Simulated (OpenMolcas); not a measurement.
**Rh7+: effect of the basis set**

* Program: OpenMolcas
* Method: CASSCF
* Active space: 2 electrons in 5 orbitals (4d)
* State averaging: 2S+1 = 3 even, 10 roots; 2S+1 = 1 even, 15 roots
* Spin-orbit coupling: state interaction with AMFI integrals over the reference wave functions, term energies averaged over their components

A. ANO-R1 [6s4p3d1f], X2C, finite nucleus; cost roughly 9 core-seconds
B. ANO-RCC-VDZP [6s5p3d1f], DKH2, point nucleus; cost about 9 core-seconds
C. ANO-R2 [7s5p4d2f1g], X2C, finite nucleus; cost of the order of 4 core-seconds
D. ANO-RCC-VTZP [7s6p4d2f1g], DKH2, point nucleus; cost about 4 core-seconds
E. ANO-R3 [8s6p5d3f2g1h], X2C, finite nucleus; cost of the order of 23 core-seconds
F. ANO-RCC-VQZP [8s7p5d3f2g1h], DKH2, point nucleus; cost of the order of 7 core-seconds

Energies in cm⁻¹ above 4d² ³F₂.

```json
{"Level": "4d² ³F₂", "A": "0.0", "B": "0.0", "C": "0.0", "D": "0.0", "E": "0.0", "F": "0.0"}
{"Level": "4d² ³F₃", "A": "3467", "B": "3303", "C": "3416", "D": "3446", "E": "3301", "F": "3284"}
{"Level": "4d² ³F₄", "A": "7234", "B": "6908", "C": "7133", "D": "7191", "E": "6914", "F": "6883"}
{"Level": "4d² ¹D₂ [68 %]", "A": "17934", "B": "17566", "C": "17799", "D": "17803", "E": "17845", "F": "17857"}
{"Level": "4d² ³P₀", "A": "18704", "B": "18377", "C": "18578", "D": "18576", "E": "18661", "F": "18675"}
{"Level": "4d² ³P₁", "A": "20245", "B": "19835", "C": "20093", "D": "20108", "E": "20114", "F": "20118"}
{"Level": "4d² ³P₂ [70 %]", "A": "24092", "B": "23490", "C": "23878", "D": "23924", "E": "23779", "F": "23764"}
{"Level": "4d² ¹G₄", "A": "27300", "B": "26738", "C": "27086", "D": "27093", "E": "27138", "F": "27152"}
{"Level": "4d² ¹S₀", "A": "61841", "B": "60746", "C": "61387", "D": "61332", "E": "61731", "F": "61810"}
```

Among A to F the level of the table that moves most is 4d² ¹S₀, by 1100 cm-1 (lowest in B, highest in A).

Without dynamic correlation excited terms often stand tens of per cent too high (terms of higher spin than the ground term too low), and those without a measured partner can miss by more than the paired ones. The basis is small and was not contracted for so high a charge (holds for A; B). Levels of configurations outside the active space are missing.

A share in square brackets marks a mixed level and gives the weight of the term that names it, the lowest over the columns.
